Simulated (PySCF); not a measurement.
# One molecule, several mistakes: BFH2NSi cation

These are calculations, not measurements. They come from PySCF 2.14.0, an open-source quantum chemistry program, on an isolated molecule that a program drew, which may never have been made. The molecule is BFH2NSi cation (charge +1, singlet), drawn as the SMILES string `N=B[SiH+]F`.

Each row is a Hartree-Fock (HF) and frozen-core CCSD(T) single point in the cc-pV(D+d)Z basis, meant for a local HF minimum. Run 1 is clean. Each other run has one planted mistake out of seven kinds, and not every kind appears here: one electron removed, one electron added, multiplicity raised by two, geometry at a saddle point, minimal basis STO-3G, one bond length entered in bohr, all coordinates scaled. The reference is restricted for singlets and unrestricted otherwise, and also for a bond in bohr. Adding or removing an electron swaps singlet and doublet. Electrons count all cores. HOMO and LUMO are orbital energies over both spins, the gradient is its largest component, and the lowest frequency (negative if imaginary) is given only where the gradient is small. Bond lengths are over the 5 bonds as drawn. T1 is the CCSD diagnostic: over 0.02 (restricted) or 0.045 (unrestricted) a single reference is doubtful.

Geometry of the clean run:
```xyz
6
BFH2NSi cation, angstrom
N     0.6151   -1.1225    1.0453
B     0.0921   -0.1160    1.4711
Si   -0.6901    1.5197    2.2046
F    -2.0858    1.9512    1.6693
H     1.0348   -1.9502    0.6887
H    -0.1412    2.4191    3.2077
```

| run | electrons | basis functions | <S^2> | HOMO (eV) | LUMO (eV) | gradient (hartree/bohr) | lowest frequency (cm^-1) | mean bond (Å) | longest bond (Å) | T1 | HF (hartree) | CCSD(T) (hartree) | mistake |
|---|---|---|---|---|---|---|---|---|---|---|---|---|---|
| 1 | 36 | 75 | 0.000 | -17.29 | -6.34 | 1.3e-05 | 139 | 1.4345 | 1.956 | 0.0203 | -468.42447 | -468.97179 | no fault |
| 2 | 36 | 26 | 0.000 | -15.76 | -3.09 | 6.5e-02 | - | 1.4345 | 1.956 | 0.0249 | -462.72023 | -462.94628 | minimal basis STO-3G |
| 3 | 35 | 75 | 0.766 | -26.19 | -13.82 | 9.4e-02 | - | 1.4345 | 1.956 | 0.0195 | -467.86751 | -468.35229 | ? |
| 4 | 36 | 75 | 2.021 | -13.61 | -7.39 | 1.7e-01 | - | 1.4345 | 1.956 | 0.0164 | -468.34306 | -468.83514 | ? |

**Which mistake was planted in run 3, and what did it cost?**

It counts 35 electrons, one fewer than the clean run, at the same geometry and basis. So the mistake is: one electron removed. Subtracting run 1 and multiplying by 627.51 kcal/mol a hartree, the energy moved by 349.5 kcal/mol in HF and 388.7 kcal/mol in CCSD(T).

**Which mistake was planted in run 4, and what did it cost?**

Electrons, basis and geometry are unchanged, and <S^2> is 2.021, beside S(S+1) = 2.00 for a multiplicity of 3. So the mistake is: multiplicity raised by two. Subtracting run 1 and multiplying by 627.51 kcal/mol a hartree, the energy moved by 51.1 kcal/mol in HF and 85.7 kcal/mol in CCSD(T).

Cautions from the logs. Run 1: T1 is over the limit, so its CCSD(T) energy is less reliable; run 2: T1 is over the limit, so its CCSD(T) energy is less reliable.
